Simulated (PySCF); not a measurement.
C7H11 (charge +1).
SMILES: `CC(C)c1c[c+]1C`

The closed-shell SCF was solved with PySCF and density fitting under several settings on one GFN2-xTB geometry (grid level 2 and gas phase unless stated).

```tsv
settings	basis functions	SCF cycles	E (Eh)	HOMO (eV)	LUMO (eV)
PBE0/pcSseg-1	174	13	-272.6683	-14.00	-6.32
PBE0/def2-SVPD	228	13	-272.5241	-13.98	-6.31
```

Q: Estimate the row for these settings: KT3/6-311G**, fitting basis def2-universal-jkfit.

A: 
```tsv
settings	basis functions	SCF cycles	E (Eh)	HOMO (eV)	LUMO (eV)
KT3/6-311G**, fitting basis def2-universal-jkfit	192	10	-277.6634	-12.69	-7.24
```

Q: Over all rows, what range does the HOMO–LUMO gap span?

A: From 5.45 eV (KT3/6-311G**, fitting basis def2-universal-jkfit) to 7.68 eV (PBE0/pcSseg-1). The functional of the narrowest has no exact exchange, that of the widest 25 % exact exchange.

Q: Compare two rows with the functional PBE0: PBE0/pcSseg-1 and PBE0/def2-SVPD. Which energy is lower, and by how much?

A: PBE0/pcSseg-1 (174 functions) lies 0.1442 Eh or 90 kcal/mol below PBE0/def2-SVPD (228 functions). The smaller set gives the lower energy; the two sets aren't nested, so the variational bound doesn't order them by size.

Whole jobs, the steps after the SCF included, on an Arm Neoverse V1 with one thread, on a shared host:

| settings | work after the SCF | wall time | peak memory |
| --- | --- | --- | --- |
| PBE0/pcSseg-1 | shieldings, ring-centre shieldings, charges and field gradients | 22 s | 0.85 GiB |
| PBE0/def2-SVPD | 6 singlets by full TDDFT, 2 Tamm–Dancoff triplets, polarisability | 36 s | 0.92 GiB |
| KT3/6-311G**, fitting basis def2-universal-jkfit | 1 singlet by full TDDFT, polarisability | 27 s | 0.60 GiB |

Cycle counts include a coarse-grid stage where the run had one. All basis functions are spherical, in the Pople sets too. KT3 was designed for NMR shieldings or shifts; total energies of different functionals aren't comparable.

The values belong to the conformer `[CH3:1][c+:2]1[cH:3][c:4]1[CH:5]([CH3:6])[CH3:7]`: C3–C4–C5–C6 -24°.
